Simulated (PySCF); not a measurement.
**Electron correlation in N (nitrogen, neutral)**

[He] 2s1 2p4, high-spin 4P determinant (an excited configuration). All numbers are calculated (PySCF 2.14, the spin-free X2C one-electron Hamiltonian (Gaussian nucleus), in ANO-RCC-VTZP (4s3p2d1f, 30 functions)). Frozen: 1s2; 5 electrons correlated.

MP2 pair energies summed by pair of shells (mhartree):

| pair | energy | share (%) |
| --- | --- | --- |
| 2p-2p | -78.18 | 84.0 |
| 2s-2p | -14.88 | 16.0 |

Total MP2 correlation energy: -93.06 mhartree.

Same-spin part -29.37 and opposite-spin part -63.69 mhartree; SCS-MP2 scales them by 1/3 and 6/5 to -86.21 mhartree.
